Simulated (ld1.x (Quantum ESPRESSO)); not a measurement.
# Reading a pseudo-wave (nitrogen)

Columns: radius, all-electron u(r) and pseudo u(r) of the 2p shell (level -7.19 eV) of nitrogen in the configuration [He] 2s2 2p3; BP86, scalar-relativistic, TM semilocal scheme, ld1.x (Quantum ESPRESSO) 7.5.

```tsv
r (bohr)	all-electron	pseudo
0.108	0.0828	0.0268
0.215	0.2362	0.1028
0.322	0.3909	0.2176
0.430	0.5234	0.3574
0.538	0.6261	0.5024
0.645	0.6993	0.6336
0.752	0.7468	0.7381
0.860	0.7725	0.8085
0.968	0.7805	0.8425
1.075	0.7750	0.8446
1.182	0.7597	0.8234
1.290	0.7371	0.7870
1.398	0.7096	0.7436
1.505	0.6792	0.6993
1.612	0.6470	0.6569
1.720	0.6136	0.6174
1.828	0.5800	0.5810
1.935	0.5471	0.5472
2.042	0.5149	0.5149
2.150	0.4833	0.4833
2.258	0.4530	0.4530
2.365	0.4242	0.4242
2.472	0.3967	0.3967
2.580	0.3704	0.3704
2.688	0.3454	0.3454
2.795	0.3221	0.3221
```

Problem. How many radial nodes do the two functions have?

Solution. The all-electron 2p function has n − l − 1 = 0; the pseudo-wave has 0.

Problem. At about which radius was the pseudo-wave matched?

Solution. 2.15 bohr. The columns agree to 0.0005 from 1.94 bohr on; several derivatives are matched, so the curves merge somewhat inside the radius.

Problem. Is the pseudo-wave norm-conserving?

Solution. Yes: the TM semilocal scheme keeps the norm inside the radius equal to the all-electron one, which fixes the energy derivative of the logarithmic derivative at the level.
